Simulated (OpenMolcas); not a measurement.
# Pt: effect of correlating more closed shells

```
Program             : OpenMolcas 26.06
Basis               : ANO-RCC-VTZP [8s7p5d3f1g]
Scalar Hamiltonian  : DKH2, point nucleus
Active space        : 10 electrons in 6 orbitals (5d 6s)
State averaging     : 2S+1 = 3 even, 15 roots; 2S+1 = 1 even, 20 roots kept (CI in the orbitals of an earlier block)
Spin-orbit coupling : state interaction with AMFI integrals over the reference wave functions, term energies averaged over their components
```

Methods on the same reference wave functions:
A. CASSCF
B. MS-CASPT2, IPEA 0.25 Eh, imaginary shift 0.1 Eh (closed shells correlated: none)
C. MS-CASPT2, IPEA 0.25 Eh, imaginary shift 0.1 Eh (closed shells correlated: 5s 5p)

Energies in cm⁻¹ above 5d⁹ 6s ³D₃, the measured ground level; measured values from NIST Handbook of Basic Atomic Spectroscopic Data.

```csv
Level,A,B,C,Measured
5d⁸ 6s² ³F₄,-1606,575,-2300,824
5d⁹ 6s ³D₃,0.0,0.0,0.0,0.0
5d⁹ 6s ¹D₂ [59 %],651,294,-535,776
5d⁸ 6s² ³F₃,7578,9810,6960,10117
5d⁹ 6s ³D₁,10532,10530,10530,10132
5d⁸ 6s² ³P₀ [69 %],19514,21800,19280,16983
5d⁸ 6s² ³P₁,19807,18930,16180,18567
5d⁸ 6s² ¹G₄,22560,23170,19710,21967
5d¹⁰ ¹S₀ [69 %],27253,4150,5480,6140
```

A puts 5d⁸ 6s² ³F₄ lowest. C puts 5d⁸ 6s² ³F₄ lowest.

Deviations, from unrounded energies. A percentage is the sum of absolute deviations over the sum of measured energies, with the sign that they share, or ± where signs differ.

```csv
Against measurement,Levels,A,B,C
mean absolute deviation (cm-1),8,3900,1200,1900
fine structure of the ground term (%),1,+3.9,+3.9,+3.9
other terms of the ground configuration (%),1,-16.1,-62.1,-168.9
other configurations (%),6,±40.8,±12.0,±18.6
```

B lies closest to measurement on these levels and A furthest from it. The largest miss of B in the table is 5d⁸ 6s² ³P₀ [69 %], by +4800 cm-1. The ranking rests on the paired levels alone, and a cruder setting can come out closer through cancelling errors.

Between B and C the level of the table that moves most is 5d⁸ 6s² ¹G₄, by 3500 cm-1 (lowest in C, highest in B). Moves below CASPT2's spread within the term are not significant.

The mean deviations of B to C differ by less than CASPT2's widest spread within a term (1600 cm-1), so their order carries little weight.

The lowest spin-free term lies below A's lowest term by 0.319 hartree in B, 0.567 hartree in C.

What an inner shell adds also hangs on whether the basis holds functions to correlate it.

CASPT2 breaks the degeneracy within a term, and the mean is taken; among the terms shown or strongly mixed into the levels shown the widest spread is 1600 cm-1 (5d⁸ 6s² ¹G, C). Over all roots computed the reference weight is 0.84 to 0.91 in B, 0.83 to 0.88 in C; the roots of lowest weight are the least certain, and an intruder state may touch them. Terms from blocks run as CI alone lack orbitals of their own. Configurations are named by rounded mean occupations; where the s occupation lies near a half they are strongly mixed, a name can repeat and a true partner stay unpaired. A single d shell beside an s shell can misplace configurations of different d count against each other. The CASPT2 spread within a term exceeds the gap to the next term for 5d⁹ 6s ¹D and 5d¹⁰ ¹S, so the order of their levels is uncertain (figures for B; the like holds for C). Without dynamic correlation excited terms often stand tens of per cent too high (terms of higher spin than the ground term too low), and those without a measured partner can miss by more than the paired ones (holds for A). Some levels mix across a computed gap that differs much from the measured one, so their mixing is not that of the real levels (holds for A). The lowest computed level is not the ground level that NIST lists (3D3) (holds for A; C). The lowest spin-free term belongs to 5d⁹ 6s, not to the configuration of the lowest level (holds for A; C). Computed and measured levels are paired by configuration, term and J; levels that our copy of the source lacks, or whose pairing is in doubt (as where it misses far off the trend of its configuration), stay unpaired and out of the deviations. Levels of configurations outside the active space are missing. The table leaves out levels that lie high or whose names do not pair safely across all columns.

A share in square brackets marks a mixed level and gives the weight of the term that names it, the lowest over the columns.
